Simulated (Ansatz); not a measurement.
CH$_{6}$BClOSn at its PBE0-D4/def2-TZVP geometry, where that method's forces vanish. The species carries charge 0 and has multiplicity 1. Sn: def2 effective core potential. The bonds changed during the relaxation, so this is another structure than the one it started from.

| atom | x (Å) | y (Å) | z (Å) |
| --- | --- | --- | --- |
| B1 | -2.273 | -0.350 | -0.157 |
| Sn2 | -0.193 | 0.506 | 0.172 |
| C3 | 1.654 | -0.387 | 0.805 |
| O4 | 0.427 | 1.904 | -1.061 |
| Cl5 | -1.300 | -1.489 | -1.338 |
| H6 | -2.943 | 0.445 | -0.739 |
| H7 | -2.661 | -0.925 | 0.813 |
| H8 | 1.461 | -1.319 | 1.334 |
| H9 | 2.179 | 0.305 | 1.467 |
| H10 | 2.275 | -0.586 | -0.070 |
| H11 | 1.374 | 1.895 | -1.224 |

Problem. For each bond, give half the difference of the two atoms' forces along it (eV/Å; positive pushes the atoms apart) under PBE-D4, r2SCAN-D4, B3LYP-D4, ωB97M-V in def2-TZVPP. (Estimate.)

Solution. Ansatz gave: 
| bond | length (Å) | PBE-D4 | r2SCAN-D4 | B3LYP-D4 | ωB97M-V |
| --- | --- | --- | --- | --- | --- |
| B1–Sn2 | 2.274 | -0.11 | 0.02 | 0.18 | 0.11 |
| B1–Cl5 | 1.908 | 0.09 | 0.12 | 0.29 | 0.17 |
| B1–H6 | 1.192 | 0.05 | -0.07 | -0.19 | -0.14 |
| B1–H7 | 1.192 | 0.07 | -0.05 | -0.17 | -0.16 |
| Sn2–C3 | 2.147 | 0.11 | 0.07 | 0.17 | -0.08 |
| Sn2–O4 | 1.964 | 0.43 | 0.14 | 0.25 | -0.02 |
| Sn2–Cl5 | 2.737 | 0.09 | 0.04 | 0.24 | 0.03 |
| C3–H8 | 1.090 | 0.07 | -0.03 | -0.09 | -0.03 |
| C3–H9 | 1.091 | 0.09 | -0.02 | -0.08 | -0.03 |
| C3–H10 | 1.091 | 0.07 | -0.04 | -0.09 | -0.03 |
| O4–H11 | 0.961 | 0.38 | 0.03 | -0.05 | -0.06 |

B3LYP here is the variant with VWN-RPA as its local correlation; programs differ in this.
